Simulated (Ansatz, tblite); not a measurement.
Cost and result up the ladder for the cluster Al₂S₂ (the lowest singlet isomer of a short search) (4 atoms). The state is a singlet with charge 0. Geometry: PBE0-D4/def2-TZVP.

```xyz
4

Al    0.7736    2.3147    0.1421
Al   -0.2836   -0.8410   -0.0668
S     0.0223    0.7960   -1.3948
S    -0.5123   -2.2697    1.3195
```

Ansatz on 2 threads of Arm Neoverse V2 on a shared host; xTB runs through tblite on one thread. Times are rough, summed over both states, and most runs start from the orbitals of an earlier one. CCSD(T)/def2-TZVPP serves as the yardstick here, not as an exact answer. The other state is a doublet.

The xTB rows come from tblite. Correlated methods freeze 20 core orbitals. The structure comes from a short search, and lower isomers may exist.

Raw xTB energies of ions are shifted by several eV.

| level | functions | wall time | vertical IE (eV) | difference from CCSD(T)/def2-TZVPP (eV) |
| --- | --- | --- | --- | --- |
| GFN1-xTB | 36 | 0.007 s | 13.60 | 4.79 |
| GFN2-xTB | 36 | 0.012 s | 12.69 | 3.88 |
| PBE0-D4/def2-TZVP (with forces) | 148 | 16 s | 8.71 | -0.11 |
| r2SCAN-D4/def2-TZVP | 148 | 21 s | 8.57 | -0.24 |
| CCSD(T)/def2-TZVPP | 168 | 34 s | 8.82 | 0.00 |
